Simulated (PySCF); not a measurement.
SMILES [NH]([Al]([CH3])[CH3])[SiH](C)C, GFN2-xTB optimised geometry.

```
21

Si    -2.57    -0.02     0.00
C     -3.16    -0.93     1.56
C     -3.19    -0.90    -1.57
N     -0.83    -0.02     0.00
Al     0.51     0.06     1.21
C      0.14     0.57     3.10
C      2.33    -0.35     0.50
H     -3.10     1.36     0.00
H     -2.93    -1.99     1.52
H     -4.23    -0.82     1.71
H     -2.65    -0.53     2.44
H     -2.82    -1.92    -1.63
H     -4.27    -0.95    -1.59
H     -2.87    -0.38    -2.47
H     -0.46    -0.06    -0.95
H     -0.15    -0.29     3.72
H      1.01     1.02     3.59
H     -0.68     1.29     3.17
H      2.39    -1.36     0.08
H      2.63     0.33    -0.30
H      3.10    -0.29     1.28
```

Density from PBE0/def2-SVP (PySCF) at that geometry.

Minimum of the electron density along straight lines between bonded atoms, close to the bond critical point (lines longer than 1.1 times the sum of covalent radii, or with two minima, are not listed):

```csv
bond,length / Å,ρ at the minimum / e bohr⁻³,∇²ρ there / e bohr⁻⁵,position (fraction from the first atom)
Si1–C2,1.898,0.111,0.33,0.38
Si1–C3,1.903,0.111,0.32,0.38
Si1–N4,1.742,0.118,0.67,0.40
N4–Al5,1.813,0.087,0.60,0.59
Al5–C6,1.991,0.079,0.30,0.40
Al5–C7,1.995,0.078,0.30,0.40
Si1–H8,1.480,0.115,0.30,0.49
C2–H9,1.086,0.271,-0.96,0.62
C2–H10,1.085,0.272,-0.97,0.62
C2–H11,1.085,0.271,-0.97,0.62
C3–H12,1.086,0.271,-0.96,0.62
C3–H13,1.085,0.271,-0.97,0.62
C3–H14,1.086,0.271,-0.96,0.62
N4–H15,1.016,0.322,-1.43,0.76
C6–H16,1.094,0.264,-0.90,0.62
C6–H17,1.094,0.265,-0.91,0.62
C6–H18,1.095,0.265,-0.91,0.62
C7–H19,1.095,0.264,-0.91,0.62
C7–H20,1.095,0.263,-0.90,0.62
C7–H21,1.094,0.266,-0.92,0.62
```
